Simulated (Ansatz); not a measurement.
Relaxation of CH₇BO₂ (11 atoms, charge 0, multiplicity 1), to a largest force component of 0.03 eV/Å in at most 50 steps.

All numbers below come from Ansatz, RKS PBE/def2-SVP.

```xyz
11
Properties=species:S:1:pos:R:3
B -0.221 0.398 -0.331
H -0.147 0.002 2.034
H 0.854 -0.119 -0.578
O -1.429 -0.247 -0.387
H -1.303 -1.173 -0.653
O -0.184 1.751 -0.044
C -1.382 2.442 0.281
H -2.248 2.119 -0.333
H -1.647 2.285 1.350
H -1.214 3.525 0.125
H 0.090 0.663 1.869
```

Task: Where does it end, and by what steps?

Result: It converged. The force dipped under the threshold on the way, but the program's further checks kept it going. After 25 steps the energy has fallen by 0.225 eV; H2 moved furthest, 1.53 Å.

```tsv
step	energy less start (eV)	largest force component (eV/Å)	accepted
0	0.0000	1.727	yes
1	-0.1335	0.428	yes
2	-0.1731	0.229	yes
3	-0.1932	0.110	yes
4	-0.1933	0.428	yes
5	-0.1995	0.067	yes
6	-0.2041	0.046	yes
7	-0.1612	1.367	no
8	-0.2076	0.034	yes
9	-0.2087	0.259	yes
10	-0.2113	0.124	yes
11	-0.2117	0.245	yes
12	-0.2155	0.176	yes
13	-0.2180	0.029	yes
14	-0.2188	0.306	yes
15	-0.2202	0.142	yes
16	-0.2203	0.134	yes
17	-0.2218	0.060	yes
18	-0.2151	0.308	no
19	-0.2231	0.046	yes
20	-0.2234	0.120	yes
21	-0.2239	0.091	yes
22	-0.2234	0.073	no
23	-0.2245	0.042	yes
24	-0.2244	0.043	no
25	-0.2246	0.012	yes
```

```xyz
11
Properties=species:S:1:pos:R:3
B -0.371 0.271 -0.604
H 0.361 0.716 3.289
H 0.647 -0.392 -0.704
O -1.547 -0.079 -1.217
H -1.453 -0.901 -1.726
O -0.299 1.396 0.161
C -1.410 2.264 0.353
H -2.291 1.960 -0.247
H -1.689 2.267 1.428
H -1.114 3.296 0.071
H 0.335 0.848 2.530
```

Whether the end is a true minimum wasn't checked by a vibrational analysis.

Run time: 65 s on 2 threads of Intel(R) Xeon(R) Platinum 8259CL CPU @ 2.50GHz (Skylake/Cascade Lake) (shared host), peak memory 0.15 GiB.
